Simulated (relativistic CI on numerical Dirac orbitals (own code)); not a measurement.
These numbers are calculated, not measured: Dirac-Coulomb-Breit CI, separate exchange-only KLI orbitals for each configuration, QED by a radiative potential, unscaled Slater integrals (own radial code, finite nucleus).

CI space (outside the closed core [Ar]): 3d10 4s, 3d10 4p, 3d10 4d, 3d10 4f, 3d10 5s, 3d10 5p, 3d10 5d, 3d10 5f, 3d10 5g, 3d10 6s, 3d10 6p, 3d10 6d, 3d9 4s2, 3d10 6f, 3d10 7s, 3d9 4s 4p, 3d10 8s, 3d9 4s 4d, 3d9 4s 4f, 3d9 4s 5s, 3d9 4s 5p, 3d9 4s 5d, 3d9 4s 5f. Double excitations out of closed p, d and f shells are left out; levels of such configurations are missing from the list, as are those of other unlisted configurations, and high levels can miss mixing partners.

At this charge energies of transitions that change n are usually good to better than 1 %, and those within a shell (Δn = 0) to a few per cent.

Outline of the computed level scheme of Ho XXXIX. Lowest level of each configuration: 3d10 4s 2S_1/2 at 0.000 eV; 3d10 4p 2P°_1/2 at 80.902 eV; 3d10 4d 2D_3/2 at 268.483 eV; 3d10 4f 2F°_5/2 at 417.982 eV; 3d10 5s 2S_1/2 at 716.514 eV; 3d10 5p 2P°_1/2 at 755.609 eV; 3d10 5d 2D_3/2 at 843.744 eV; 3d10 5f 2F°_5/2 at 910.174 eV; 3d10 5g 2G_7/2 at 940.842 eV.

Some strong electric-dipole decays among the lowest 16 levels: 3d10 5g 2G_9/2 → 3d10 4f 2F°_7/2 (1.1e+13 s⁻¹); 3d10 5g 2G_7/2 → 3d10 4f 2F°_5/2 (1.1e+13 s⁻¹); 3d10 5f 2F°_7/2 → 3d10 4d 2D_5/2 (5.7e+12 s⁻¹); 3d10 5f 2F°_5/2 → 3d10 4d 2D_3/2 (5.3e+12 s⁻¹); 3d10 5s 2S_1/2 → 3d10 4p 2P°_3/2 (3.6e+12 s⁻¹); 3d10 5d 2D_5/2 → 3d10 4p 2P°_3/2 (2.9e+12 s⁻¹); 3d10 5p 2P°_1/2 → 3d10 4s 2S_1/2 (2.3e+12 s⁻¹); 3d10 5p 2P°_1/2 → 3d10 4d 2D_3/2 (1.9e+12 s⁻¹).

LS names give the leading component of a level, which can be under half, so a name can repeat, a term be missing and a line seem to break the LS rules.
